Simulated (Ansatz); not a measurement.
Geometry optimisation, Ansatz, RKS PBE/6-31G.

Input:

```yaml
crystal:
  periodic: [false, false, false]
  atoms:
    - { symbol: Si, position_ang: [-0.41643, 1.6352, -0.9414] }
    - { symbol: B, position_ang: [-0.25706, -0.33651, -0.66309] }
    - { symbol: Si, position_ang: [0.45996, -1.14509, 1.07941] }
    - { symbol: Cl, position_ang: [-0.75155, -1.31621, -1.95571] }
    - { symbol: H, position_ang: [-0.89898, 2.4017, -2.09891] }
    - { symbol: H, position_ang: [-0.03247, 2.62439, 0.07273] }
    - { symbol: H, position_ang: [1.80688, -0.60343, 1.2895] }
    - { symbol: H, position_ang: [0.48336, -2.60244, 1.04909] }
    - { symbol: H, position_ang: [-0.39371, -0.65761, 2.16838] }
total_charge: 1
basis:
  gaussian: { orbitals: "6-31G" }
hamiltonian:
  xc: pbe
relax:
  f_tol: 0.015
  max_steps: 40
output:
  orbitals: {}
```

Command:

```bash
$ ansatz run input.yaml --threads 1 --pin off --max-ram 2048MiB --backend cpu --events-out ev --progress --plain --runs-dir out
```

Q: Where does it end, and by what steps?

A: The run converged. Limits of this set-up: no polarisation functions, the dipole of an ion depends on the origin. After 4 steps the energy has fallen by 0.290 eV; Cl4 moved furthest, 0.13 Å.

```
step  energy less start (eV)  largest force component (eV/Å)  accepted
   0                  0.0000                           1.982       yes
   1                 -0.2358                           1.123       yes
   2                 -0.2850                           0.291       yes
   3                 -0.2893                           0.037       yes
   4                 -0.2897                           0.014       yes
```

```xyz
9
Properties=species:S:1:pos:R:3
Si -0.400 1.667 -0.900
B -0.254 -0.407 -0.659
Si 0.459 -1.154 1.077
Cl -0.799 -1.336 -2.078
H -0.916 2.361 -2.143
H 0.011 2.640 0.182
H 1.831 -0.531 1.269
H 0.497 -2.655 1.081
H -0.428 -0.586 2.172
```

Whether the end is a true minimum wasn't checked by a vibrational analysis.

Time of the run: 20 s on 1 thread of Intel(R) Xeon(R) Processor @ 2.70GHz, on a shared host, peak memory 0.14 GiB.
